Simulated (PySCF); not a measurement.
## Calculated properties of `CCCCNC(C)=O`

Species: C6H13NO.
SMILES with atom numbers: `[CH3:1][CH2:2][CH2:3][CH2:4][NH:5][C:6]([CH3:7])=[O:8]` (hydrogens: H9, H10, H11 on C1; H12, H13 on C2; H14, H15 on C3; H16, H17 on C4; H18 on N5; H19, H20, H21 on C7)

Geometry (GFN2-xTB, Å), atoms numbered from 1 in this order:
```
atom  x, y, z in Å
C1    -2.845   -0.918    0.177
C2    -1.475   -0.365    0.548
C3    -1.191    0.964   -0.149
C4     0.197    1.507    0.191
N5     1.250    0.646   -0.295
C6     2.080   -0.041    0.525
C7     3.045   -0.946   -0.216
O8     2.058    0.071    1.731
H9    -2.911   -1.094   -0.895
H10   -3.629   -0.217    0.456
H11   -3.028   -1.859    0.690
H12   -0.705   -1.090    0.274
H13   -1.417   -0.221    1.628
H14   -1.273    0.835   -1.232
H15   -1.936    1.702    0.154
H16    0.327    1.567    1.274
H17    0.322    2.508   -0.238
H18    1.283    0.475   -1.287
H19    3.726   -1.402    0.497
H20    3.615   -0.374   -0.944
H21    2.497   -1.730   -0.735
```

Among its groups: amide.

GFN2-xTB geometry:

* Point group of the GFN2-xTB geometry: C1
* Rotational constants A, B, C of the GFN2-xTB geometry: 3.478, 0.997, 0.933 GHz

**PBE0/pcSseg-1 ground state and GIAO shieldings, non-relativistic (PySCF)**

* Dipole moment: 3.68 D
* HOMO energy: -7.18 eV
* LUMO energy: 0.91 eV
* HOMO–LUMO gap: 8.09 eV
* Lowest Hirshfeld atomic charge: -0.29 e on O8
* Highest Hirshfeld atomic charge: +0.18 e on C6
* 13C chemical shifts (computed TMS as zero) by class: 169.1 (C6), 40.9 (C4), 38.7 (C3), 24.2 (C7), 24.0 (C2), 16.9 (C1) ppm
* 1H chemical shifts (computed TMS as zero) by class: 4.16 (H18), 3.59 (H16/H17), 1.88 (H19/H20/H21), 1.37 (H12/H13), 1.20 (H14/H15), 1.01 (H9/H10/H11) ppm
* Isotropic shieldings of nuclei other than C and H, by class: 132 (N5), -85 (O8) ppm
* Mayer bond orders between heavy atoms: C1–C2 1.06, C2–C3 1.02, C3–C4 1.05, C4–N5 0.91, N5–C6 1.14, C6–C7 0.99, C6–O8 1.92

Monoisotopic mass from the formula: 115.0997 u.

The rotational constants make it an asymmetric top with κ = (2B − A − C)/(A − C) = -0.95, nearer the prolate limit (−1). A dipole of 3.68 D is allowed in C1, and pure rotational transitions are dipole-allowed. In atomic units the dipole is 1.45 e·bohr (1 au = 2.5417 D). With B = h/(8π²I), that is 505.379 GHz u Å² over I, the principal moments of inertia are 145.3, 506.8 and 541.7 u Å² (most abundant isotopes).

Geometry: GFN2-xTB, one conformer, isolated molecule. NMR classes are plain means over equivalent atoms (diastereotopic ones count apart unless rotation or inversion swaps them), as if these changed places fast; in this geometry the members of some classes differ.

For the NMR shielding job (PBE0/pcSseg-1), on x86-64 server, one thread, no GPU, on a shared host, this took 51 s of wall time.
